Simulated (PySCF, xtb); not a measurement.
B(H)(Me)(OSiH3) (CH7BOSi), SMILES CBO[SiH3]. One conformer was computed; it need not be the lowest.

Harmonic wavenumbers (cm⁻¹) from GFN2-xTB run with xtb at its own minimum, in rising order: 75, 76, 80, 137, 348, 591, 624, 632, 683, 755, 795, 824, 884, 891, 986, 1128, 1378, 1409, 1488, 1495, 2220, 2264, 2277, 2500, 3015, 3028, 3045.

Task: What does B3LYP-D3(BJ)/def2-SVP run with PySCF give at its own minimum? (Estimate from the structure and the level; the computed values follow.)

Result: 69, 95, 123, 148, 364, 651, 677, 729, 737, 887, 952, 960, 980, 996, 1020, 1162, 1302, 1386, 1434, 1451, 2231, 2250, 2251, 2521, 3014, 3077, 3125. Paired by order, the mean absolute difference is 54 cm⁻¹ and the zero-point energies are 48.1 and 49.4 kcal/mol.
